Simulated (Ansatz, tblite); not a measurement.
Removing and adding an electron: GeH2. Total charge 0; singlet. Geometry: r2SCAN-D4/def2-TZVP. Ansatz, gas phase; energy differences of separate SCF runs; the oxidised species was run as a doublet alone; the reduced species was run as a doublet alone.

Cartesian coordinates in Å:
```
Ge -0.1806 0.4496 0.5708
H 0.9342 0.4684 -0.5645
H -0.7536 -0.9181 -0.0063
```

The xTB rows come from tblite. Correlated methods freeze 9 core orbitals; core or outer-core shells of Ge are correlated, in sets that lack core-valence functions.

```json
{"level": "GFN2-xTB", "−HOMO (eV)": "10.48", "vertical IE (eV)": "14.76", "−LUMO (eV)": "7.64", "vertical EA (eV)": "3.08", "HOMO–LUMO gap (eV)": "2.85", "IE − EA (eV)": "11.68", "remarks": "–"}
{"level": "PBE-D4/def2-TZVP", "−HOMO (eV)": "5.88", "vertical IE (eV)": "9.43", "−LUMO (eV)": "3.92", "vertical EA (eV)": "–", "HOMO–LUMO gap (eV)": "1.95", "IE − EA (eV)": "–", "remarks": "–"}
{"level": "PBE-D4/def2-TZVPD", "−HOMO (eV)": "5.90", "vertical IE (eV)": "–", "−LUMO (eV)": "3.95", "vertical EA (eV)": "0.96", "HOMO–LUMO gap (eV)": "1.95", "IE − EA (eV)": "–", "remarks": "HOMO above zero (-1 doublet)"}
{"level": "PBE0-D4/def2-TZVPD", "−HOMO (eV)": "6.92", "vertical IE (eV)": "–", "−LUMO (eV)": "3.04", "vertical EA (eV)": "1.00", "HOMO–LUMO gap (eV)": "3.88", "IE − EA (eV)": "–", "remarks": "HOMO above zero (-1 doublet)"}
{"level": "MP2/def2-TZVPD", "−HOMO (eV)": "–", "vertical IE (eV)": "–", "−LUMO (eV)": "–", "vertical EA (eV)": "0.84", "HOMO–LUMO gap (eV)": "–", "IE − EA (eV)": "–", "remarks": "restricted SCF unstable (singlet)"}
{"level": "MP2/def2-TZVPP", "−HOMO (eV)": "–", "vertical IE (eV)": "9.37", "−LUMO (eV)": "–", "vertical EA (eV)": "–", "HOMO–LUMO gap (eV)": "–", "IE − EA (eV)": "–", "remarks": "restricted SCF unstable (singlet)"}
{"level": "CCSD/def2-TZVPP", "−HOMO (eV)": "–", "vertical IE (eV)": "9.44", "−LUMO (eV)": "–", "vertical EA (eV)": "–", "HOMO–LUMO gap (eV)": "–", "IE − EA (eV)": "–", "remarks": "restricted SCF unstable (singlet)"}
```

**Question.** Estimate the rows for GFN1-xTB, r2SCAN-D4/def2-TZVP, r2SCAN-D4/def2-TZVPD, PBE0-D4/def2-TZVP, CCSD/def2-TZVPD, CCSD(T)/def2-TZVPD, CCSD(T)/def2-TZVPP.

**Answer.** 
```csv
level,−HOMO (eV),vertical IE (eV),−LUMO (eV),vertical EA (eV),HOMO–LUMO gap (eV),IE − EA (eV),remarks
GFN1-xTB,10.89,14.55,8.50,–,2.39,–,–
r2SCAN-D4/def2-TZVP,6.14,9.44,3.77,–,2.38,–,–
r2SCAN-D4/def2-TZVPD,6.15,–,3.78,1.14,2.37,–,HOMO above zero (-1 doublet)
PBE0-D4/def2-TZVP,6.91,9.43,3.03,–,3.88,–,–
CCSD/def2-TZVPD,–,–,–,0.81,–,–,restricted SCF unstable (singlet)
CCSD(T)/def2-TZVPD,–,–,–,0.84,–,–,restricted SCF unstable (singlet)
CCSD(T)/def2-TZVPP,–,9.49,–,–,–,–,restricted SCF unstable (singlet)
```

Run but left out: HF/def2-TZVPP, HF/def2-TZVPD (singlet: restricted singlet, unstable towards broken spin symmetry).   A HOMO above zero means that the electron is unbound at that level or that self-interaction error raises the level; the energy of removing that electron tells which. Raw xTB energy differences between charge states are shifted by several eV; the methods need an empirical correction for them.
